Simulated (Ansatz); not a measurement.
C4H4Se can be A, `C1=CC[Se]C=1`, or B, `c1cc[se]c1`.

Computed with Ansatz on PBE0-D4/def2-TZVP structures; ΔE is electronic, products minus reactants. CCSD(T)/CBS adds triple-zeta CCSD(T) − MP2 to the extrapolated MP2 energy (def2 sets, frozen cores). Functionals use def2-TZVPP. B3LYP here is the variant with VWN-RPA as its local correlation; programs differ in this. For Se outer-core shells are correlated without core-valence functions, which leaves a few kJ/mol of doubt a bond. Scalar relativity is left out up to krypton.

(1) Which isomer does CCSD(T)/CBS put lower? Give the gap. (An estimate is asked.)

(2) Give E(B) − E(A) in kJ/mol with B3LYP-D4, HF/def2-TZVPP, B3LYP, PBE0-D4, CCSD(T)/def2-TZVPP, ωB97M-V, r2SCAN-D4. (Estimate.)

Largest T1 diagnostic: 0.033.

Results:

(1) The calculation gave: B, by 303.3 kJ/mol.

(2) Computed: B3LYP-D4 -297.4, HF/def2-TZVPP -326.5, B3LYP -296.6, PBE0-D4 -306.6, CCSD(T)/def2-TZVPP -303.1, ωB97M-V -311.9, r2SCAN-D4 -295.3. None reverses the order clearly.

From PBE to PBE0 (25 % exact exchange), in def2-TZVPP and without D4, E(B) − E(A) moves by −22.4 kJ/mol.
